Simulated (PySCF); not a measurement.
A structure optimised at PBE0-D3(BJ)/def2-SVP, used in a PySCF frequency run:

```xyz
4

Al    -0.4326    -0.5957     0.0000
F     -2.0502    -0.9291     0.0000
Cl     0.9077    -2.1785     0.0000
Br     0.2470     1.5183     0.0000
```

Write its SMILES, formula and point group.

[F][Al]([Cl])[Br], AlBrClF, Cs

What are its rotational constants (standard atomic weights)?

4.2488, 1.3377, 1.0174 GHz
